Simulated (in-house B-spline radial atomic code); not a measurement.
## RPA and G0W0 on B3LYP (VWN-RPA): Ga2+

Configuration [Ar] 3d10 4s1, highest spin, mean-field start B3LYP (VWN-RPA). Computed with an all-electron radial atomic-structure program (B-spline basis): all electrons, non-relativistic, point nucleus, each spin shell either full or empty, empty states to l = 9 with an (l + 1/2)⁻⁴ tail; G0W0 by contour deformation at full frequency.

Command:
```bash
python run_gw.py task.json out
```
Settings (radii: box in bohr, nucleus in fm):
```
Z                        31
electrons                29
configuration            [Ar] 3d10 4s1
hamiltonian              nr
method                   b3lyp
lmax                     9
spin_polarised           True
box_radius               17.55
intervals                52
ion_configuration        [Ar] 3d10
```

Time taken, with all properties: 5.7 s on 1 thread of Arm Neoverse N1, on a shared host.

Energies (hartree):

| term | value |
| --- | --- |
| mean-field total | -1923.94167 |
| Hartree-Fock functional on these orbitals | -1922.35817 |
| direct second order | -2.5711 |
| second-order exchange | 0.74408 |
| SOSEX correction | 0.67054 |

Q: What is the RPA correlation energy, and what remains with SOSEX?

A: RPA gives -2.154 hartree (-2.02 eV per electron); RPA + SOSEX gives -1.4834, and the second-order doubles -1.8271 hartree (no singles). RPA lacks exchange-type terms and so overcorrelates at short range.

Quasi-particle levels (eV):

| level | occupied | mean field | Σx - vxc | Σc | QP weight | G0W0 |
| --- | --- | --- | --- | --- | --- | --- |
| 4s up | yes | -27.186 | -2.37 | ? | ? | ? |
| 3d down | yes | -42.56 | -10.64 | 3.31 | 0.885 | -49.89 |
| 4s down | no | -24.182 | 6.16 | -2.35 | 0.935 | -20.375 |

G0W0 = mean field + (Σx - vxc) + Σc, with Σc (partial-wave tail included) taken at the quasi-particle energy. Only the outer levels were computed. Levels of low weight are left out.

Q: Where does G0W0 put 4s up?

A: At -31.04 eV, with Σc = -1.48 eV and a quasi-particle weight of 0.959. The tabulated removal energy is 30.726 eV (NIST, measured); the calculation leaves out relativity, Breit and QED terms, and what these don't explain is the method's own error.

Q: What does it cost to remove one electron (to [Ar] 3d10) by differences of total energies, each species on its own start (correlation terms add to the Hartree-Fock functional)?

A: B3LYP (VWN-RPA) 31.14 eV, Hartree-Fock functional 29.089 eV, + RPA 30.79 eV, + RPA + SOSEX 30.10 eV, + second order 30.76 eV. Tabulated: 30.726 eV (NIST, measured); the calculation leaves out relativity, Breit and QED terms, and what these don't explain is the method's own error.
